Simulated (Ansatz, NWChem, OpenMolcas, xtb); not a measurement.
## Ligand exchange: C2H2 + GaH2(SH) → C2H2S + GaH3

Species: C2H2 (acetylene) `C#C`, singlet; GaH2(SH), singlet; C2H2S (ethynethiol) `C#CS`, singlet; GaH3 `[GaH3]`, singlet. The partners trade H for SH: C–H and Ga–SH bonds give way to C–SH and Ga–H.

Shapes, held fixed at every level: PBE0-D4/def2-TZVP. Programs: Ansatz 0.2.0, NWChem 7.3.0, OpenMolcas 26.06, xtb 6.7.1. A level may come from different programs for different species; with the same settings they agree closely. The zero-point and thermal change to 298 K, harmonic and unscaled (PBE0-D4/def2-TZVP), is -9.5 kJ/mol.

| level | kind | ΔH(298 K) (kJ/mol) | less CCSD(T)/def2-TZVPP |
| --- | --- | --- | --- |
| GFN0-xTB | semi-empirical | +59.8 | -81.5 |
| SPW92/def2-TZVPP | LDA | +124.0 | -17.3 |
| B3LYP/6-31G* (spherical functions) | global hybrid | +135.6 | -5.7 |
| B3LYP-D4/def2-TZVPP | global hybrid | +133.0 | -8.3 |
| BHLYP-D4/def2-TZVPP | global hybrid | +139.2 | -2.1 |
| B2PLYP/def2-TZVPP | double hybrid | +136.9 | -4.4 |
| CCSD(T)/def2-SVP | coupled cluster or CI | +139.1 | -2.2 |
| CCSD(T)/def2-TZVPP | coupled cluster or CI | +141.3 | 0.0 |

The highest level, CCSD(T)/def2-TZVPP, gives ΔH(298 K) = +141.3 kJ/mol; the levels span +59.8 to +141.3. GFN0-xTB strays far from the other rows. The column of differences is taken from that level and isn't an error. No measured value is set beside it here. Relativity is left out for Ga unless named. Correlated rows may include outer-core shells of Ga, which these sets cover unevenly.
